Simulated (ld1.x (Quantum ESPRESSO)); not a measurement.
# fluorine (F): one change to a TM potential, before and after

ld1.x (Quantum ESPRESSO) 7.5 input, shortened:

```
&input
   title='F', zed=9., rel=1, dft='PZ', iswitch=3,
   config='[He] 2s2 2p3 3d-2'
 /
 &inputp
   pseudotype=2, tm=.true., lloc=0,
   nlcc=.false.
 /
3
2P  2  1   3.00   0.00  1.55  1.55  0.0
3D  3  2  -2.00   0.15  1.25  1.25  0.0
2S  1  0   2.00   0.00  0.70  0.70  0.0
 &test
   configts(1)='2s2 2p3'
 /
```

Change: wave 2s (bound): rc 0.70 bohr becomes 2s (bound): rc 1.08 bohr.

Cutoffs: the cutoffs (Ry, on a coarse ladder) from which the occupation-weighted sum of valence levels, in a spherical-Bessel basis at the reference potential, stays within 10 and 1 mRy of its value at 400 Ry; they do not see the model core or the augmentation charge, which bear on the density cutoff. Errors are all-electron minus pseudo energies relative to the spin-unpolarised reference configuration.

Problem. Predict the effect on cutoff, ghosts and configuration errors.

Solution. The potential gets softer (160 Ry and 260 Ry → 70 Ry and 140 Ry); of the 9 tests that both files solve, the error grows in 6 and shrinks in 0 by more than 15 % and 0.3 meV (median size 276.3 → 342.1 meV); the range in which the s phases agree narrows (upper end at the end of the scan → 0.2); neither file shows a bound ghost. A larger radius leaves more room for a smooth pseudo-wave, so fewer plane waves are needed. More of the atom is replaced by a form fitted at one configuration, so other configurations suffer.

```tsv
quantity	base	changed
cutoff, loose	160 Ry	70 Ry
cutoff, tight	260 Ry	140 Ry
loose cutoff by channel (10 mRy a level)	p 60 Ry, s 90 Ry	p 60 Ry, s 50 Ry
bound ghosts	none	none
error for 2s2 2p5, meV [ΔE -58.07 eV]	+255	+320
error for 2s2 2p4, meV [ΔE -38.51 eV]	+116	+137
error for 2s2 2p2, meV [ΔE 60.73 eV]	+277	+308
error for 2s2 2p5.3, meV [ΔE -60.79 eV]	+276	+354
error for 2s2 2p1, meV [ΔE 146.60 eV]	+1577	+1715
error for 2s1 2p6, meV [ΔE -39.68 eV]	+590	+706
error for 2s1 2p5, meV [ΔE -19.86 eV]	+383	+446
error for 2s2 2p3 (spin-polarised), meV [ΔE -5.10 eV]	+263	+277
error for 2s2 2p5 (spin-polarised), meV [ΔE -58.45 eV]	+276	+342
s: phases at 1.71 bohr within 0.05 rad from the reference energy up to (Ry; the scan ends near 5)	to the end of the scan	0.2
p: phases at 1.71 bohr within 0.05 rad from the reference energy up to (Ry; the scan ends near 5)	0.3	0.5
d: phases at 1.71 bohr within 0.05 rad from the reference energy up to (Ry; the scan ends near 5)	to the end of the scan	to the end of the scan
```
